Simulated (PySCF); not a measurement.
Geometry:
```
atom   x (Å)   y (Å)   z (Å)
  C1   3.658  -0.734   0.178
  C2   2.467   0.194   0.211
  O3   2.538   1.363   0.564
  N4   1.298  -0.355  -0.186
  C5   0.189   0.476  -0.169
  C6  -1.107   0.333  -0.485
  C7  -1.886  -0.832  -0.965
 Si8  -2.653  -1.791   0.500
  C9  -1.671   1.702  -0.179
Si10   0.125   2.276   0.342
 H11   4.518  -0.230   0.608
 H12   3.450  -1.641   0.741
 H13   3.885  -1.006  -0.851
 H14   1.242  -1.323  -0.471
 H15  -2.684  -0.489  -1.627
 H16  -1.247  -1.506  -1.543
 H17  -3.403  -2.934  -0.028
 H18  -1.569  -2.275   1.360
 H19  -3.543  -0.916   1.259
 H20  -2.430   1.677   0.603
 H21  -2.123   2.177  -1.050
 H22   0.700   3.265  -0.559
 H23   0.241   2.598   1.757
```

Theoretical values (PySCF 2.14.0 with density-fitted response routines): structure optimised with GFN2-xTB, PBE0/pcSseg-1 with gauge-including orbitals. Gas phase, a single conformation, fast rotation and ring inversion assumed for equivalent nuclei, non-relativistic.

δ = σ(ref) − σ, references computed at the same level: TMS for 13C (σref 186.93).

Do the 13C shifts follow the atomic charges (in e)? Tabulate both.

Results:


```tsv
atoms	hybridisation	δ (ppm)	σ para (ppm)	Hirshfeld	IAO	Mulliken	ESP-fitted
C2	sp2	171.8	-234	+0.19	+0.44	+0.38	+0.80
C6	sp2	133.7	-210	-0.01	-0.01	-0.28	+0.16
C5	sp2	133.0	-206	-0.08	-0.22	-0.08	-0.08
C9	sp3	28.4	-96	-0.18	-0.55	-0.42	-0.65
C1	sp3	23.7	-87	-0.12	-0.48	-0.25	-0.61
C7	sp3	16.3	-81	-0.16	-0.54	-0.40	-0.40
```

Correlation coefficients of δ with charge over these carbons: Hirshfeld +0.86, IAO +0.92, Mulliken +0.79, ESP-fitted +0.91; with the paramagnetic shielding -1.00. With so few points, grouped by hybridisation, these coefficients are fragile. Charge is one influence among several: hybridisation and low-lying excitations act through the paramagnetic term.

Shifts are as computed. Against solution values, carbons near 30 ppm lie about +3 ppm off and those near 130 ppm about +5 ppm. Of 1211 compounds with measured shifts, 218 miss one by over three times the rms of a fit or turn the order of signals round; such compounds aren't used in these exercises. Hydrogen bonding in solution deshields acid and N–H amide carbonyl carbons by as much as 10 ppm beyond these values.
